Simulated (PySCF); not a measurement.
C3H7FSi.
SMILES with atom numbers: `[CH3:1][Si@@H:2]1[CH2:3][C@H:4]1[F:5]` (hydrogens: H6, H7, H8 on C1; H9 on Si2; H10, H11 on C3; H12 on C4)

The same species was optimised twice, with GFN2-xTB and with PBE0-D3(BJ)/def2-SVP (PySCF), and the same property calculations (PySCF, gas phase) were run on both structures.

```csv
coordinate,GFN2-xTB,PBE0-D3(BJ)/def2-SVP,change
Si2–H9 (Å),1.452,1.485,+0.033
Si2–C4 (Å),1.898,1.872,-0.026
C1–Si2 (Å),1.889,1.867,-0.022
Si2–C3 (Å),1.889,1.870,-0.019
C3–H11 (Å),1.081,1.098,+0.017
C1–H6 (Å),1.086,1.101,+0.015
C1–H8 (Å),1.086,1.101,+0.015
C3–H10 (Å),1.081,1.096,+0.015
C1–H7 (Å),1.086,1.100,+0.014
C4–H12 (Å),1.086,1.100,+0.014
C4–F5 (Å),1.377,1.365,-0.012
C3–C4 (Å),1.534,1.525,-0.009
Si2–C4–H12 (°),124.9,118.2,-6.7
Si2–C3–H11 (°),119.5,113.4,-6.1
Si2–C3–H10 (°),122.3,125.7,+3.4
F5–C4–H12 (°),107.9,111.0,+3.1
Si2–C4–F5 (°),120.1,123.1,+3.0
C3–Si2–H9 (°),117.3,114.4,-2.9
C1–Si2–C3 (°),119.3,122.1,+2.8
C4–C3–H10 (°),115.5,118.3,+2.8
```

Rotational constants: A = 8595, B = 2301, C = 2152 MHz (GFN2-xTB) against A = 8724, B = 2312, C = 2148 MHz (PBE0-D3(BJ)/def2-SVP). Point groups within 0.08 Å: C1 and C1.

On the GFN2-xTB structure: HOMO (eV) -6.74 [PBE0/pcSseg-1]; LUMO (eV) 0.63 [PBE0/pcSseg-1]; dipole (D) 2.58 [PBE0/pcSseg-1]; GIAO shielding of C1 (ppm) 195.0 [PBE0/pcSseg-1]; GIAO shielding of Si2 (ppm) 463.1 [PBE0/pcSseg-1]; GIAO shielding of C3 (ppm) 179.3 [PBE0/pcSseg-1]; GIAO shielding of C4 (ppm) 107.5 [PBE0/pcSseg-1]; GIAO shielding of F5 (ppm) 422.6 [PBE0/pcSseg-1].

Q: What do these properties become on the PBE0-D3(BJ)/def2-SVP structure?

A: 
| property | level | on GFN2-xTB | on PBE0-D3(BJ)/def2-SVP | change |
| --- | --- | --- | --- | --- |
| HOMO (eV) | PBE0/pcSseg-1 | -6.74 | -6.77 | -0.03 |
| LUMO (eV) | PBE0/pcSseg-1 | 0.63 | 0.75 | +0.12 |
| dipole (D) | PBE0/pcSseg-1 | 2.58 | 2.57 | -0.01 |
| energy, GFN2-xTB geometry as zero (kcal/mol) | PBE0/pcSseg-1 | 0.0 | -1.2 | -1.2 |
| GIAO shielding of C1 (ppm) | PBE0/pcSseg-1 | 195.0 | 193.0 | -2.0 |
| GIAO shielding of Si2 (ppm) | PBE0/pcSseg-1 | 463.1 | 455.9 | -7.2 |
| GIAO shielding of C3 (ppm) | PBE0/pcSseg-1 | 179.3 | 178.9 | -0.4 |
| GIAO shielding of C4 (ppm) | PBE0/pcSseg-1 | 107.5 | 109.6 | +2.1 |
| GIAO shielding of F5 (ppm) | PBE0/pcSseg-1 | 422.6 | 422.4 | -0.2 |

The heavy atoms differ by 0.024 Å rms after alignment. Among all bonds Si2–H9 changes most (+0.033 Å). Changes are differences of the printed values. Neither structure is proved a minimum here.
